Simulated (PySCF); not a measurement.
Fractional electron number in Mn+ (manganese, charge +1)

The 4s alpha orbital of [Ar] 3d5 4s1 is emptied in steps (occupation f), with all orbitals relaxed, ending at [Ar] 3d5. All numbers are calculated (PySCF 2.14, the spin-free X2C one-electron Hamiltonian (Gaussian nucleus), in jorge-DZP-DKH (8s6p2d1f, 43 functions)). The exact energy is a straight line in f; departures are measured from the line between the end points of the same method.

Question: Among UHF, LDA, PBE, which shows the largest delocalisation error (convex curve), and which is closest to linear?

Answer: Most convex: PBE (-0.898 eV at f = 0.4); closest to linear: UHF (0.010 eV).

```csv
f,UHF (eV),LDA (eV),PBE (eV)
1,0.000,0.000,0.000
0.8,0.007,-0.569,-0.594
0.6,0.010,-0.849,-0.895
0.4,0.010,-0.841,-0.898
0.2,0.007,-0.551,-0.595
0,0.000,0.000,0.000
```

| method | E(f=0) − E(f=1) (eV) | −ε at f=1 (eV) | −ε at f=0.4 (eV) |
| --- | --- | --- | --- |
| UHF | 14.629 | 14.673 | 14.620 |
| LDA | 15.953 | 12.386 | 16.706 |
| PBE | 15.826 | 12.132 | 16.572 |

Reference removal energy between the ground levels: 15.640 eV (measured; NIST Atomic Spectra Database, ionization energies). UHF lacks correlation.
